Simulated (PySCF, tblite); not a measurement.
Species: C₂H₁₃NOSi₃.
Bonds: C1–C2, C2–Si3, Si3–O4, O4–Si5, Si5–Si6, Si6–N7. Hydrogens: H8, H9, H10 on C1; H11, H12 on C2; H13, H14 on Si3; H15, H16 on Si5; H17, H18 on Si6; H19, H20 on N7.

Structure optimised with GFN2-xTB, isolated species.

Question: What internal coordinates does the optimisation give?

Answer: 
| bond | length (Å) | order |
| --- | --- | --- |
| C1–C2 | 1.524 | single |
| C2–Si3 | 1.899 | single |
| Si3–O4 | 1.614 | single |
| O4–Si5 | 1.632 | single |
| Si5–Si6 | 2.297 | single |
| Si6–N7 | 1.727 | single |
| C1–H8, C1–H9, C1–H10 | 1.088 | single |
| C2–H11, C2–H12 | 1.092 | single |
| Si3–H13, Si3–H14 | 1.467 | single |
| Si5–H15, Si5–H16 | 1.468 | single |
| Si6–H17 | 1.470 | single |
| Si6–H18 | 1.482 | single |
| N7–H19, N7–H20 | 1.008 | single |

Bonds in one row agree within 0.01 Å and their mean is given. Orders are formal, as drawn. A selection of angles:
| angle | degrees |
| --- | --- |
| C2–C1–H8 | 110.6 |
| H8–C1–H9 | 107.9 |
| C1–C2–Si3 | 112.4 |
| C1–C2–H11 | 109.0 |
| Si3–C2–H11 | 109.8 |
| H11–C2–H12 | 106.1 |
| C2–Si3–O4 | 110.2 |
| C2–Si3–H13 | 112.1 |
| C2–Si3–H14 | 110.5 |
| O4–Si3–H13 | 105.3 |
| O4–Si3–H14 | 107.2 |
| H13–Si3–H14 | 111.3 |
| Si3–O4–Si5 | 163.3 |
| O4–Si5–Si6 | 109.2 |
| O4–Si5–H15 | 102.7 |
| O4–Si5–H16 | 104.9 |
| Si6–Si5–H15 | 114.6 |
| Si6–Si5–H16 | 116.6 |
| H15–Si5–H16 | 107.6 |
| Si5–Si6–N7 | 108.2 |
| Si5–Si6–H17 | 114.5 |
| N7–Si6–H17 | 103.3 |
| N7–Si6–H18 | 112.8 |
| H17–Si6–H18 | 104.9 |
| Si6–N7–H19 | 119.9 |
| H19–N7–H20 | 109.8 |

Dihedral angles: C1–C2–Si3–O4 179° (antiperiplanar); C2–Si3–O4–Si5 62° (synclinal); Si3–O4–Si5–Si6 40° (synclinal); O4–Si5–Si6–N7 -36° (synclinal). The mirror-image conformer, all signs reversed, is as good.

Si3 (oxygen-bound silicon) is distorted tetrahedral (angles from 105.3° to 112.1°). Si5 (oxygen-bound silicon) is distorted tetrahedral (angles from 102.7° to 116.6°). N7 (silicon-bound nitrogen) has angles 119.9°, 118.6° and 109.8°, sum 348.4°, 0.23 Å off the plane of its three neighbours. Of the pairs four or more bonds apart, Si3···H20 is among the closest relative to their van der Waals radii: 3.26 Å, 99 % of the sum of Bondi's values. Si6 (SiH2 silicon) is distorted tetrahedral (angles from 103.3° to 114.5°).

Point group: C1 (no symmetry element, even within 0.4 Å). Its lowest GFN2-xTB frequency is 12i cm⁻¹, too small to tell a flat minimum from a shallow saddle. The numbers are those of one conformer (C1–C2–Si3–O4 179°, C2–Si3–O4–Si5 62°, Si3–O4–Si5–Si6 40°, O4–Si5–Si6–N7 -36°, Si5–Si6–N7–H -178° and 43°).

The numbers are calculated, not measured.
